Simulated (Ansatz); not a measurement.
The first iterations of a band of CH4OSeSi (8 atoms, charge 0, multiplicity 1).

All numbers below come from RKS PBE-D4/def2-SVP (Ansatz).

| Quantity | Value |
| --- | --- |
| movable images | 9 |
| climbing image | yes |
| spring | 5.0 eV/Å² |
| optimiser | quadratic models (default) |
| start path | IDPP |
| force threshold | 0.03 eV/Å |
| iteration limit | 60 |
| end points | relaxed |

First end point:

```xyz
8
Properties=species:S:1:pos:R:3
O 1.464 -0.896 1.308
C 0.545 -0.748 0.535
Si 0.069 1.021 -0.109
Se -0.498 -2.322 -0.091
H -1.089 0.970 -1.066
H -0.281 1.846 1.095
H 1.285 1.586 -0.783
H -1.403 -1.514 -0.946
```

Last end point:

```xyz
8
Properties=species:S:1:pos:R:3
O -0.296 -1.198 1.758
C 0.055 -0.832 0.659
Si -0.405 0.940 0.013
Se 1.119 -2.045 -0.504
H -1.903 1.037 0.022
H 0.180 1.926 0.982
H 0.130 1.183 -1.370
H 1.212 -1.067 -1.617
```

| iteration | highest image above the first end (eV) | largest band force component (eV/Å) |
| --- | --- | --- |
| 1 | 0.119 | 1.083 |
| 2 | 0.040 | 0.367 |

Problem. Does the band converge within its limit, and where does its top end?

Solution. It converged. It ended after 7 iterations with the highest image 0.013 eV above the first end. A vibrational analysis at the climbing image gives one clearly imaginary mode, 54i cm⁻¹: a first-order saddle point.

Run time: 71 s on 2 threads of Intel(R) Xeon(R) Platinum 8488C (Sapphire Rapids), with other jobs on the host, peak memory 0.16 GiB.
